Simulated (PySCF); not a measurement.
A structure optimised at PBE0-D3(BJ)/def2-TZVP, used in a PySCF frequency run:

```
C
H 1 1.0987
H 1 1.0987 2 107.00
C 1 1.5274 2 112.57 3 -124.18
H 4 1.0897 1 112.47 2 -57.85
H 4 1.0897 5 108.79 1 125.28
H 4 1.0938 5 107.50 6 116.13
Be 1 1.6843 2 103.77 3 109.35
```
Charge +1, spin multiplicity 1.

Task: Write its SMILES, formula and point group.

Result: [Be+][CH2]C, C2H5Be, Cs

Task: What are its rotational constants (standard atomic weights)?

Result: 38.446, 10.327, 9.0611 GHz
